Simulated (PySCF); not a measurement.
# Adding and removing an electron: BeSi

ROHF-CCSD(T); Be aug-cc-pVDZ, Si aug-cc-pV(D+d)Z; no relativity (PySCF 2.14). Neutral (ROHF): triplet (π ↑↑), Re = 2.161 Å, ωe = 553 cm⁻¹, De = 1.12 eV.

BeSi⁻ (UHF): quartet (σ ↑, π ↑↑), Re = 2.217 Å, ωe = 495 cm⁻¹, De = 1.25 eV to Be + Si⁻. The energies at the minima are -303.57844 hartree for BeSi and -303.63045 for BeSi⁻.

(1) Work out the adiabatic electron affinity, without and with harmonic zero-point energies (1 hartree = 27.2114 eV, 1 eV = 8065.5 cm⁻¹), and the change of the bond length.

Correlated steps freeze 5 core orbitals. UHF and ROHF references stand side by side, which adds small steps between rows. Correlated levels converge slowly with the basis: in double zeta they bind strong bonds too weakly, by up to about 1 eV, and carry superposition errors of some tenths. For an ion De counts to the pair picked by the measured ionisation energies or electron affinities, which need not be the lowest pair at this level. The CCSD T1 diagnostic is raised in BeSi, a sign that a single reference may not be enough there. States were picked by a PBE0 search and need not be the measured ground states.

Neutral and ion stand on different kinds of reference determinant, which adds to the error of the difference.

Results:

(1) At CCSD(T): 0.05201 hartree = 1.415 eV between the minima; the zero-point term (553.0 − 495.0)/2 cm⁻¹ = +0.004 eV makes it 1.419 eV. Re changes by +5.6 pm against the neutral. The electron enters a σ orbital; the charge polarises the partner, so the anion is bound more strongly.
